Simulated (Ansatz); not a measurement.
`C[NH][SnH2][F]` + SiH₄ → `C[NH][SnH2][SiH3]` + H–F  (formal exchange of groups at the Sn–F bond)

Gas-phase electronic energies from Ansatz, PBE0-D4/def2-TZVP geometries. CCSD(T)/CBS adds triple-zeta CCSD(T) − MP2 to the extrapolated MP2 energy (def2 sets, frozen cores). This one scheme is used for every species. DFT in def2-TZVPP. B3LYP here is the variant with VWN-RPA as its local correlation; programs differ in this. def2 core potentials past Kr. For Sn outer-core shells are correlated without core-valence functions, which leaves a few kJ/mol of doubt a bond. One conformer a species, not always the lowest.

```
             level  ΔE (kcal/mol)  difference from CCSD(T)/CBS
            PBE-D4            8.9                         -1.6
         r2SCAN-D4           12.0                          1.5
           PBE0-D4            8.3                         -2.2
          B3LYP-D4           12.4                          1.9
           ωB97X-V           13.6                          3.1
           ωB97M-V           12.5                          2.0
            B2PLYP           13.7                          3.2
               PBE           10.3                         -0.2
            r2SCAN           12.4                          1.9
              PBE0            9.5                         -1.0
             B3LYP           14.5                          4.0
     HF/def2-TZVPP           17.6                          7.1
    MP2/def2-TZVPP           10.0                         -0.5
SCS-MP2/def2-TZVPP           12.6                          2.1
   CCSD/def2-TZVPP           10.9                          0.4
CCSD(T)/def2-TZVPP           10.3                         -0.2
     HF/def2-QZVPP           18.4                          7.9
    MP2/def2-QZVPP           10.4                         -0.1
SCS-MP2/def2-QZVPP           13.0                          2.5
      HF/CBS(def2)           18.5                          8.0
     MP2/CBS(def2)           10.2                         -0.3
    CCSD/CBS(def2)           11.1                          0.6
       CCSD(T)/CBS           10.5                            0
```

Largest T1 diagnostic among the species: 0.013.

In def2-TZVPP, CCSD(T) changes the Hartree–Fock value by −7.2 kcal/mol (the triples alone add −0.6 kcal/mol) and MP2 by −7.6 kcal/mol. From PBE to PBE0 (25 % exact exchange), in def2-TZVPP and without D4, ΔE moves by −0.8 kcal/mol.
